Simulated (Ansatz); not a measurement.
Cost and result for the atomization energy of GeH₇NSSi (`N[SiH2][GeH2][SH]`) (11 atoms, 10 bonds).

Cartesian coordinates in Å:
```
N -1.810 1.218 -0.032
Si -0.208 0.790 -0.493
Ge 0.561 -1.074 0.776
S 2.626 -1.584 0.081
H -2.405 1.701 -0.686
H -2.014 1.495 0.914
H 0.824 1.861 -0.356
H -0.258 0.395 -1.927
H -0.347 -2.314 0.660
H 0.758 -0.757 2.270
H 2.273 -1.730 -1.206
```

The species carries charge 0 and has multiplicity 1. Correlated methods include outer-core shells of Ge, which these sets cover unevenly. Scalar relativity is left out up to krypton. All single points use the PBE0-D4/def2-TZVP geometry. It is one conformer, not always the lowest. Program: Ansatz. All runs use 4 threads of an Intel Xeon 6975P-C on a shared host. Times are those of one run each, without the atoms' runs, and a repeat can differ threefold. Electronic energies, without spin–orbit coupling; frozen cores. CCSD(T)/CBS adds CCSD(T) − MP2 in def2-TZVPP to the MP2 limit, and its time is that of the two runs behind it. T1 = 0.011. With those shells the extrapolation isn't a true limit. B3LYP takes the VWN-RPA correlation (the form of Gaussian; ORCA's B3LYP/G). HSE06 is the plane-wave form, built on full-range PBE exchange.

CCSD(T)/CBS is a level of theory with its own doubt, some kJ/mol a heavy atom from the limit and from the frozen cores, so smaller differences don't rank the functionals.

```
                            level  functions  wall time
           LDA (SPW92)/def2-TZVPP        261      0.8 s
               BLYP-D4/def2-TZVPP        261      1.2 s
  PBE-D4/def2-TZVPP (with forces)        261      1.5 s
              BHLYP-D4/def2-TZVPP        261      2.1 s
              HSE06-D4/def2-TZVPP        261      2.2 s
          CAM-B3LYP-D4/def2-TZVPP        261      2.5 s
            r2SCANh-D4/def2-TZVPP        261      2.9 s
B3LYP-D4/def2-TZVPP (with forces)        261      3.1 s
                 CCSD(T)/def2-SVP        117      3.5 s
 ωB97M-V/def2-TZVPP (with forces)        261      6.5 s
                   MP2/def2-QZVPP        496       15 s
               CCSD(T)/def2-TZVPP        261       46 s
                CCSD(T)/CBS(def2)          –       61 s
```

Q: What atomization energy does each give, and how far from CCSD(T)/CBS? (An estimate is asked.)

A: Ansatz gave: 
```json
{"level": "LDA (SPW92)/def2-TZVPP", "atomization (kJ/mol)": "3708.0", "difference from CCSD(T)/CBS": "414.5", "per bond": "41.5"}
{"level": "BLYP-D4/def2-TZVPP", "atomization (kJ/mol)": "3252.4", "difference from CCSD(T)/CBS": "-41.1", "per bond": "-4.1"}
{"level": "PBE-D4/def2-TZVPP (with forces)", "atomization (kJ/mol)": "3284.3", "difference from CCSD(T)/CBS": "-9.2", "per bond": "-0.9"}
{"level": "BHLYP-D4/def2-TZVPP", "atomization (kJ/mol)": "3211.9", "difference from CCSD(T)/CBS": "-81.6", "per bond": "-8.2"}
{"level": "HSE06-D4/def2-TZVPP", "atomization (kJ/mol)": "3252.1", "difference from CCSD(T)/CBS": "-41.4", "per bond": "-4.1"}
{"level": "CAM-B3LYP-D4/def2-TZVPP", "atomization (kJ/mol)": "3285.6", "difference from CCSD(T)/CBS": "-7.9", "per bond": "-0.8"}
{"level": "r2SCANh-D4/def2-TZVPP", "atomization (kJ/mol)": "3260.9", "difference from CCSD(T)/CBS": "-32.6", "per bond": "-3.3"}
{"level": "B3LYP-D4/def2-TZVPP (with forces)", "atomization (kJ/mol)": "3276.2", "difference from CCSD(T)/CBS": "-17.3", "per bond": "-1.7"}
{"level": "CCSD(T)/def2-SVP", "atomization (kJ/mol)": "3007.1", "difference from CCSD(T)/CBS": "-286.4", "per bond": "-28.6"}
{"level": "ωB97M-V/def2-TZVPP (with forces)", "atomization (kJ/mol)": "3286.0", "difference from CCSD(T)/CBS": "-7.5", "per bond": "-0.8"}
{"level": "MP2/def2-QZVPP", "atomization (kJ/mol)": "3245.1", "difference from CCSD(T)/CBS": "-48.4", "per bond": "-4.8"}
{"level": "CCSD(T)/def2-TZVPP", "atomization (kJ/mol)": "3198.6", "difference from CCSD(T)/CBS": "-94.9", "per bond": "-9.5"}
{"level": "CCSD(T)/CBS(def2)", "atomization (kJ/mol)": "3293.5", "difference from CCSD(T)/CBS": "0.0", "per bond": "0.0"}
```

From PBE to PBE0 (25 % exact exchange), in def2-TZVPP and without D4, the atomization energy moves by −29.9 kJ/mol: exact exchange takes away binding that semilocal exchange gives to molecules. The D4 term adds +40.8 kJ/mol with B3LYP and +21.6 kJ/mol with PBE0; it sums over pairs of atoms, weighted by their polarisabilities, and B3LYP, whose exchange is more repulsive, gets the larger term. At CCSD(T), def2-SVP lies −286.4 kJ/mol from the extrapolated value and def2-TZVPP −94.8 kJ/mol: correlation converges slowly with the basis, and small sets miss more of it in the bonded molecule than in its fragments.
